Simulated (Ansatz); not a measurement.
Geometry optimisation, Ansatz, RKS PBE-D4/def2-SVP.

Input file:

```yaml
crystal:
  periodic: [false, false, false]
  atoms:
    - { symbol: Hf, position_ang: [-0.075112, -0.082095, 0.073844] }
    - { symbol: "N", position_ang: [-0.070319, -0.043789, 2.230661] }
    - { symbol: H, position_ang: [-0.911213, -0.039131, 2.820917] }
    - { symbol: H, position_ang: [0.715831, -0.401966, 2.787556] }
    - { symbol: F, position_ang: [1.731963, -0.101115, -0.541958] }
    - { symbol: Cl, position_ang: [-1.499085, 1.570152, -0.829259] }
    - { symbol: F, position_ang: [-0.813769, -1.756095, -0.4662] }
    - { symbol: Br, position_ang: [1.530395, 3.16163, 1.522052] }
    - { symbol: H, position_ang: [0.812508, 2.025108, 2.219788] }
basis:
  gaussian: { orbitals: def2-SVP }
hamiltonian:
  xc: pbe
  dispersion: d4
relax:
  f_tol: 0.03
  max_steps: 50
```

Run as:

```bash
$ ansatz run input.yaml --threads 4 --pin off --max-ram 5120MiB --backend cpu --events-out ev --progress --plain --runs-dir out
```

**Question.** Where does it end, and by what steps?

**Answer.** It converged. After 25 steps the energy has fallen by 1.988 eV; F7 moved furthest, 1.64 Å. Parted: Br8–H9 (1.51 → 3.33 Å). Joined: Hf1–Br8 (3.90 → 2.54 Å), N2–H9 (2.25 → 1.03 Å).

```json
{"step": "0", "energy less start (eV)": "0.0000", "largest force component (eV/Å)": "1.594", "accepted": "yes"}
{"step": "1", "energy less start (eV)": "-0.1489", "largest force component (eV/Å)": "1.106", "accepted": "yes"}
{"step": "2", "energy less start (eV)": "-0.1990", "largest force component (eV/Å)": "0.366", "accepted": "yes"}
{"step": "3", "energy less start (eV)": "-0.2228", "largest force component (eV/Å)": "0.405", "accepted": "yes"}
{"step": "4", "energy less start (eV)": "-0.2980", "largest force component (eV/Å)": "0.707", "accepted": "yes"}
{"step": "5", "energy less start (eV)": "-0.4643", "largest force component (eV/Å)": "1.046", "accepted": "yes"}
{"step": "6", "energy less start (eV)": "-0.7725", "largest force component (eV/Å)": "1.513", "accepted": "yes"}
{"step": "7", "energy less start (eV)": "-1.2459", "largest force component (eV/Å)": "1.021", "accepted": "yes"}
{"step": "8", "energy less start (eV)": "-1.3367", "largest force component (eV/Å)": "3.896", "accepted": "yes"}
{"step": "9", "energy less start (eV)": "-1.6368", "largest force component (eV/Å)": "1.190", "accepted": "yes"}
{"step": "10", "energy less start (eV)": "-1.7028", "largest force component (eV/Å)": "0.472", "accepted": "yes"}
{"step": "11", "energy less start (eV)": "-1.6493", "largest force component (eV/Å)": "1.394", "accepted": "no"}
{"step": "12", "energy less start (eV)": "-1.7333", "largest force component (eV/Å)": "0.419", "accepted": "yes"}
{"step": "13", "energy less start (eV)": "-1.7424", "largest force component (eV/Å)": "0.294", "accepted": "yes"}
{"step": "14", "energy less start (eV)": "-1.7514", "largest force component (eV/Å)": "0.200", "accepted": "yes"}
{"step": "15", "energy less start (eV)": "-1.7615", "largest force component (eV/Å)": "0.112", "accepted": "yes"}
{"step": "16", "energy less start (eV)": "-1.7910", "largest force component (eV/Å)": "0.154", "accepted": "yes"}
{"step": "17", "energy less start (eV)": "-1.8188", "largest force component (eV/Å)": "0.349", "accepted": "yes"}
{"step": "18", "energy less start (eV)": "-1.8559", "largest force component (eV/Å)": "0.486", "accepted": "yes"}
{"step": "19", "energy less start (eV)": "-1.9129", "largest force component (eV/Å)": "0.497", "accepted": "yes"}
{"step": "20", "energy less start (eV)": "-1.9475", "largest force component (eV/Å)": "0.737", "accepted": "yes"}
{"step": "21", "energy less start (eV)": "-1.9673", "largest force component (eV/Å)": "0.609", "accepted": "yes"}
{"step": "22", "energy less start (eV)": "-1.9810", "largest force component (eV/Å)": "0.311", "accepted": "yes"}
{"step": "23", "energy less start (eV)": "-1.9874", "largest force component (eV/Å)": "0.035", "accepted": "yes"}
{"step": "24", "energy less start (eV)": "-1.9878", "largest force component (eV/Å)": "0.033", "accepted": "yes"}
{"step": "25", "energy less start (eV)": "-1.9879", "largest force component (eV/Å)": "0.012", "accepted": "yes"}
```

```xyz
9
Properties=species:S:1:pos:R:3
Hf 0.500 0.463 0.027
N -0.271 0.398 2.343
H -1.152 -0.128 2.447
H 0.411 -0.053 2.971
F 1.110 0.397 -1.790
Cl -1.637 1.457 -0.322
F 0.553 -1.426 0.384
Br 2.353 1.892 1.019
H -0.447 1.333 2.739
```

Whether the end is a true minimum wasn't checked by a vibrational analysis.

The run took 68 s on 4 threads of Arm Neoverse V2, with other jobs on the host, peak memory 0.18 GiB.
